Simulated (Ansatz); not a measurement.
Coupled-cluster diagnostics for [NbOF4]- (NbOF4⁻), Ansatz.

Geometry of the singlet (r2SCAN-D4/def2-SVPD):

```xyz
6

Nb    0.015    0.063    0.011
O     0.419    1.711    0.309
F    -1.913    0.013   -0.161
F    -0.265   -0.736    1.753
F     1.696   -0.900    0.001
F     0.048   -0.151   -1.913
```

In the def2 sets Nb takes a core potential; there is no spin–orbit coupling. Correlated methods freeze 5 core orbitals; core or outer-core shells of Nb are correlated, in sets that lack core-valence functions.

Q: Estimate the CCSD(T) correlation energy, the shares of MP2 and (T), T1 and the reference's ⟨S²⟩ for: charge -1, singlet, own geometry in def2-SVPD; and the rough time on 4 threads of Arm Neoverse V1 on a shared host.

A: 
| state | basis | correlation (eV) | MP2 share (%) | (T) share (%) | T1 | ⟨S²⟩ (pure) | wall time |
| --- | --- | --- | --- | --- | --- | --- | --- |
| charge -1, singlet, own geometry | def2-SVPD | -37.654 | 98.9 | 3.7 | 0.022 | 0.00 (0.00) | 63 s |
Customary marks for T1 are 0.02 (closed shells), 0.045 (open shells) and about 0.05 (3d metals). T1 exceeds 0.02 in 1 of 1 rows and 0.045 in 0; the higher it lies, the less the single-reference result can be trusted.
